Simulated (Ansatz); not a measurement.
Energy difference R1 → P1, each structure at its B3LYP-D3(BJ)/def2-TZVP stationary point, reached from a drawn start; harmonic modes at that level show minima.
R1, C2H6O (SMILES CCO) (charge 0, multiplicity 1, Z-matrix in Å and degrees):
```
C
H 1 1.0973
H 1 1.0973 2 107.69
O 1 1.4270 2 110.50 3 120.77
H 4 0.9624 1 108.87 2 -59.54
C 1 1.5131 2 110.09 3 -120.03
H 6 1.0909 1 110.47 2 179.38
H 6 1.0909 7 108.30 1 -121.11
H 6 1.0917 7 108.54 8 -117.66
```
P1, C2H6O (SMILES CCO) (charge 0, multiplicity 1, Z-matrix in Å and degrees):
```
C
H 1 1.0909
H 1 1.0974 2 107.33
O 1 1.4249 2 105.23 3 117.79
H 4 0.9634 1 108.47 2 -179.88
C 1 1.5193 2 110.40 3 -120.22
H 6 1.0910 1 110.58 2 -60.60
H 6 1.0926 7 108.56 1 -121.65
H 6 1.0936 7 108.24 8 -116.57
```

P less R. No zero-point or thermal terms.

Correlated levels freeze the cores.

Programs: Ansatz (a quantum-chemistry and plane-wave program). No computed number here is a measurement.

Total energies in hartree:

```csv
structure,PBE/def2-TZVPP,B3LYP/def2-TZVPP,CCSD(T)/cc-pVQZ
R1,-154.908275,-155.113161,-154.844922
P1,-154.908422,-155.113065,-154.844790
```

**Question.** Work out the reaction energy at each level in kJ/mol (1 hartree = 2625.49964 kJ/mol), and say how far PBE/def2-TZVPP lies from CCSD(T)/cc-pVQZ.

**Answer.** 
- PBE/def2-TZVPP: (-154.908422) − (-154.908275) = -0.000147 hartree = -0.4 kJ/mol
- B3LYP/def2-TZVPP: (-155.113065) − (-155.113161) = 0.000096 hartree = 0.3 kJ/mol
- CCSD(T)/cc-pVQZ: (-154.844790) − (-154.844922) = 0.000132 hartree = 0.3 kJ/mol
PBE/def2-TZVPP less CCSD(T)/cc-pVQZ: -0.7 kJ/mol, and the two differ in sign. CCSD(T)/cc-pVQZ is the level counted from, the highest shown, and no exact or measured value.
